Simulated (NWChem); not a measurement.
# C$_{4}$H$_{7}$F; SMILES C[C@H]1C[C@@H]1F

```xyz
12

C      0.5054    -1.9094     0.0864
C      0.0832    -0.5561    -0.4446
C     -1.2289     0.0910    -0.0126
C      0.0838     0.6540     0.4332
F      0.4861     1.8512    -0.1125
H      1.5931    -2.0379     0.0303
H      0.2090    -2.0347     1.1348
H      0.0396    -2.7212    -0.4849
H      0.3630    -0.3515    -1.4766
H     -1.8512    -0.4183     0.7197
H     -1.7764     0.6568    -0.7608
H      0.3867     0.5683     1.4751
```
Atoms are numbered in this order, from 1.

Results from NWChem. The geometry was optimised at B3LYP/6-31G* (spherical d).

For level B3LYP/def2-TZVP:

```
Property                     Value
---------------------------  -----
highest occupied level (eV)  -7.74
orbital gap (eV)              8.83
dipole (D)                    1.84
```

Q: How do the values read with level PBE/def2-TZVP instead?

A: 
- highest occupied level (eV): -6.50
- orbital gap (eV): 7.14
- dipole (D): 1.72
